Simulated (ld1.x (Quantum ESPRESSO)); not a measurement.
# u(r) = r·R(r): atom against pseudo-atom (cobalt (Co))

Columns: radius, all-electron u(r) and pseudo u(r) of the 4p shell (level -1.69 eV) of cobalt in the configuration [Ar] 3d7 4s1.5 4p0.5; Wu–Cohen, scalar-relativistic, PAW scheme, ld1.x (Quantum ESPRESSO) 7.5.

```
r (bohr)  all-electron  pseudo
   0.192        0.0827  0.0065
   0.385       -0.1046  0.0259
   0.578       -0.1827  0.0569
   0.770       -0.1412  0.0974
   0.962       -0.0472  0.1453
   1.155        0.0589  0.1981
   1.348        0.1582  0.2527
   1.540        0.2440  0.3060
   1.732        0.3153  0.3560
   1.925        0.3732  0.4007
   2.118        0.4186  0.4385
   2.310        0.4529  0.4683
   2.502        0.4778  0.4901
   2.695        0.4947  0.5044
   2.888        0.5045  0.5116
   3.080        0.5083  0.5129
   3.272        0.5071  0.5095
   3.465        0.5016  0.5025
   3.658        0.4927  0.4928
   3.850        0.4810  0.4810
   4.043        0.4672  0.4672
   4.235        0.4519  0.4519
   4.428        0.4355  0.4355
   4.620        0.4187  0.4187
   4.812        0.4015  0.4015
   5.005        0.3843  0.3843
```

(1) How many radial nodes do the two functions have?

(2) At about which radius was the pseudo-wave matched?

(3) Where does each function peak?

(4) Is the pseudo-wave norm-conserving?

## Answers

(1) The all-electron 4p function has n − l − 1 = 2; the pseudo-wave has 0, since the states of the same l below it are removed with the core.

(2) 3.85 bohr, where the columns begin to agree (steps of 0.19 bohr).

(3) Outermost all-electron maximum near 3.08 bohr, pseudo maximum near 3.08 bohr (to the table’s step).

(4) No, it belongs to a PAW set: the norm inside the radius is not constrained, and the difference is carried by the augmentation charge.
